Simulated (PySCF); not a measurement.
Fine-structure interval of Ag²⁸⁺ by level of theory

Ag²⁸⁺ [Ar] 3d1 [3d3/2^1, M_J = 3/2] → Ag²⁸⁺ [Ar] 3d1 [3d5/2^1, M_J = 5/2], as a difference of total energies. All numbers are calculated (PySCF 2.14, the two-component X2C-1e Hamiltonian, in an even-tempered Gaussian basis (16 s from 4.3 bohr⁻², ratio 2.8; 12 p from 5.6 bohr⁻², ratio 2.8; 8 d from 5.6 bohr⁻², ratio 2.8; 3 f from 17 bohr⁻², ratio 3)). Correlated levels: [Ne] frozen; the 74 highest virtual spinors dropped. "Screened" scales the spin-orbit matrix elements by Boettger's factors to mimic the two-electron term; Breit and QED terms are absent.

```
                    method  fine-structure interval (cm⁻¹)
 GHF (screened spin-orbit)                           67695
GMP2 (screened spin-orbit)                           67589
     GHF (bare spin-orbit)                           86036
```
